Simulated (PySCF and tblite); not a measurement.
Values are calculated unless marked as measured or tabulated.
Stationary points of C₄H₈BBrS at GFN2-xTB, in Å:

Structure A

```
 1 C    -2.129    0.863   -0.511
 2 C    -1.213    0.275    0.248
 3 C    -1.610   -0.482    1.490
 4 B     0.327    0.333   -0.061
 5 Br    1.364    1.758    0.640
 6 S     1.057   -0.971   -1.024
 7 C     2.835   -0.548   -1.112
 8 H    -1.869    1.410   -1.403
 9 H    -3.180    0.820   -0.272
10 H    -1.128   -0.048    2.368
11 H    -1.287   -1.520    1.412
12 H    -2.687   -0.455    1.631
13 H     2.959    0.409   -1.610
14 H     3.310   -1.335   -1.687
15 H     3.253   -0.509   -0.110
```

Structure B

```
 1 C    -2.029    0.198   -0.680
 2 C    -1.181    0.104    0.349
 3 C    -1.710    0.126    1.759
 4 B     0.356   -0.028    0.127
 5 Br    1.516   -0.146    1.626
 6 S     1.011   -0.069   -1.536
 7 C     2.817   -0.231   -1.317
 8 H    -1.681    0.186   -1.700
 9 H    -3.094    0.290   -0.537
10 H    -1.288    0.966    2.310
11 H    -1.426   -0.785    2.286
12 H    -2.794    0.211    1.768
13 H     3.200    0.625   -0.768
14 H     3.246   -0.259   -2.313
15 H     3.042   -1.151   -0.786
```

Structure C

```
 1 C    -2.079    1.334    0.071
 2 C    -1.206    0.349    0.301
 3 C    -1.621   -0.838    1.130
 4 B     0.246    0.376   -0.261
 5 Br    0.851    1.840   -1.308
 6 S     1.329   -0.999    0.100
 7 C     2.903   -0.585   -0.727
 8 H    -1.828    2.203   -0.516
 9 H    -3.083    1.308    0.463
10 H    -0.974   -0.931    2.001
11 H    -1.516   -1.754    0.550
12 H    -2.652   -0.745    1.462
13 H     2.742   -0.484   -1.796
14 H     3.582   -1.407   -0.526
15 H     3.301    0.340   -0.318
```

Level: PBE0/pcSseg-1 + D3(BJ) on GFN2-xTB stationary points, with GFN2-xTB thermal terms.

**Question.** Which structure is a saddle point, and along which motion?

**Answer.** A: one imaginary mode (48i cm⁻¹ at GFN2-xTB, mostly on C3, C1), along the rotation about the B4–C2 bond (torsion Br5–B4–C2–C1 from 0° to 180°, rising).

**Question.** Give their symmetry and energies above the lowest.

**Answer.** A C1, 4.1 kcal/mol; B Cs, 1.3 kcal/mol; C Cs, 0.0 kcal/mol.

Spin–orbit effects of heavy atoms on shieldings are missing.
